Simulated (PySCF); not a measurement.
Pt²⁺: excitation energy

Pt²⁺ [Xe] 4f14 5d8 (3F) → Pt²⁺ [Xe] 4f14 5d7 6p1 (high-spin determinant), as a difference of total energies. Calculation: PySCF 2.14, in aug-cc-pVDZ-PP with ECP60MDF (5s5p4d2f, 54 functions); a scalar-relativistic core potential. Correlated levels: valence: 5s2 5p6 frozen. The calculations carry no spin-orbit coupling.

```csv
method,excitation energy (eV)
UHF,10.438
LDA,11.037
PBE,10.946
PBE0,11.046
r2SCAN,10.920
M06-L,11.240
HSE06,11.021
TPSSh,10.940
r2SCANh,10.957
MP2 (valence),11.113
SCS-MP2 (valence),11.340
```

**Question.** How much does correlation contribute at MP2 (valence)?

**Answer.** 11.113 − (10.438) = 0.675 eV, measured against UHF.

The determinant of the upper state mixes LS terms, which raises its energy above the lowest term, most at the Hartree-Fock and MP2 levels.
